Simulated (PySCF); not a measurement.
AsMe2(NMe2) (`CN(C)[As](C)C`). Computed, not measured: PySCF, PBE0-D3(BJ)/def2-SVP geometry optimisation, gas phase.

```
atom  x, y, z in Å
As1    0.2936    0.5530    1.0290
C2     2.0819    0.6731    0.2318
H3     2.7237   -0.1468    0.5821
H4     2.5394    1.6229    0.5467
H5     2.0025    0.6448   -0.8649
C6    -0.4185    2.1584    0.1571
H7    -0.3482    2.0556   -0.9357
H8     0.1706    3.0267    0.4886
H9    -1.4646    2.3291    0.4482
N10   -0.4039   -0.6816   -0.2255
C11   -1.8446   -0.7725   -0.1912
C12    0.2112   -1.9853   -0.1461
H13   -2.1935   -1.4031   -1.0278
H14   -2.3026    0.2193   -0.3245
H15   -2.2547   -1.2149    0.7440
H16    1.3053   -1.9085   -0.2333
H17   -0.0176   -2.5449    0.7883
H18   -0.1363   -2.6084   -0.9890
```

Task: Which two atoms are farthest apart?

Result: H4···H13 and H8···H18, 5.834 Å.

Task: Work out the bond lengths C2–H5, C6–H7, C11–H14, C12–H16 in bohr.

Result: For C2–H5 the difference vector is (-0.0794, -0.0283, -1.0967) Å, of length 1.0999 Å. 1 bohr = 0.529177 Å. C2–H5 2.079; C6–H7 2.078; C11–H14 2.080; C12–H16 2.079 bohr.

Task: Give the dihedral angles C12–N10–C11–H13, As1–N10–C11–H14, C11–N10–C12–H18, As1–N10–C12–H18, C6–As1–C2–H4.

Result: C12–N10–C11–H13 -58° (synclinal); As1–N10–C11–H14 55° (synclinal); C11–N10–C12–H18 59° (synclinal); As1–N10–C12–H18 -172° (antiperiplanar); C6–As1–C2–H4 61° (synclinal). Dihedral signs follow IUPAC: positive where, seen along the central bond, the front bond turns clockwise onto the rear one.

Task: How far are the heavy atoms from their best plane (unweighted least squares)?

Result: 0.352 Å rms; As1 0.75, C2 0.25, C6 0.26, N10 0.22, C11 0.01, C12 0.02 Å (magnitudes).

Task: Where is the centre of mass (commonest isotopes), and what is the radius of gyration?

Result: Mass 149.019 u; centre at (0.112, 0.220, 0.495) Å; Rg = √(Σ m r²/M) = 1.579 Å. As Ia + Ib + Ic = 2 Σ m r², the three principal moments sum to 743.2 u·Å².

Task: How far apart are these pairs, which share no bond: As1···H5, H7···C11, H7···H14, H7···H16, H9···C11, H13···H17?

Result: As1···H5 2.553 Å (2 bonds apart); H7···C11 3.285 Å (4 bonds apart); H7···H14 2.750 Å (5 bonds apart); H7···H16 4.352 Å (5 bonds apart); H9···C11 3.190 Å (4 bonds apart); H13···H17 3.056 Å (4 bonds apart).

Task: What are the angles C2–As1–N10, As1–C2–H3, As1–C6–H9, As1–N10–C11, N10–C11–H15, H17–C12–H18?

Result: From the scalar product of the two bond vectors; for C2–As1–N10 it is -0.3955 Å² over 1.9616 × 1.8933 Å², cos θ = -0.1065. C2–As1–N10 96.1°; As1–C2–H3 110.9°; As1–C6–H9 110.8°; As1–N10–C11 113.1°; N10–C11–H15 114.4°; H17–C12–H18 107.0°.

Task: What is the repulsion energy of the bare nuclei, Σ ZA·ZB/RAB?

Result: 495.45 Eh over 153 pairs, with full nuclear charges and distances in bohr; the largest single term is 64.57 Eh (As1 with N10).

Task: Write the matrix of distances between heavy atoms (Å, lower triangle).

Result: 
```
As1   0.000
C2    1.962  0.000
C6    1.961  2.909  0.000
N10   1.893  2.868  2.866  0.000
C11   2.796  4.205  3.278  1.444  0.000
C12   2.798  3.273  4.202  1.444  2.387  0.000
```

The point group is Cs within 0.08 Å; differences among equivalent distances and angles are scatter left by the optimiser. No frequency check. The numbers are those of one conformer.
